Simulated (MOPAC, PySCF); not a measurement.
C₃H₆O₂, SMILES `COC(C)=O` (C–O–C–O torsion 1°), neutral singlet in the gas phase. 

Cartesian coordinates (Å):
SMILES: COC(C)=O
```xyz
11

C     -1.8536     0.1947     0.0709
O     -0.4758     0.4479     0.4134
C      0.4285    -0.2806    -0.2978
C      1.8331     0.0182     0.1587
O      0.1172    -1.0725    -1.1639
H     -2.0390     0.4392    -0.9836
H     -2.1063    -0.8609     0.2384
H     -2.4423     0.8431     0.7280
H      1.9615     1.0854     0.3775
H      2.5421    -0.3088    -0.6084
H      2.0346    -0.5380     1.0864
```
Charge 0, multiplicity 1.

All levels are single points at this geometry (PBE-D3(BJ)/def2-TZVP); Pople sets use spherical d functions. Orbital energies aren't observables, and empty levels follow the basis.

PBE/6-31G* in PySCF gives dipole (D) = 1.68.

### Question
Estimate the dipole (D) from each of these levels: PBE-D3(BJ)/def2-TZVP in PySCF; B3LYP/3-21G in PySCF; B3LYP/6-311+G** in PySCF; BP86/6-31G* in PySCF; M06-2X/6-31G* in PySCF; SVWN5/6-31G* in PySCF; HF/3-21G in PySCF; HF/6-31G* in PySCF; HF/STO-3G in PySCF; PM3 in MOPAC; PM6 in MOPAC; PM7 in MOPAC.

### Answer

```csv
level,dipole (D)
PBE-D3(BJ)/def2-TZVP in PySCF,1.81
B3LYP/3-21G in PySCF,1.52
B3LYP/6-311+G** in PySCF,1.85
BP86/6-31G* in PySCF,1.70
M06-2X/6-31G* in PySCF,1.72
SVWN5/6-31G* in PySCF,1.71
HF/3-21G in PySCF,1.69
HF/6-31G* in PySCF,1.92
HF/STO-3G in PySCF,1.02
PM3 in MOPAC,1.73
PM6 in MOPAC,1.96
PM7 in MOPAC,1.91
```
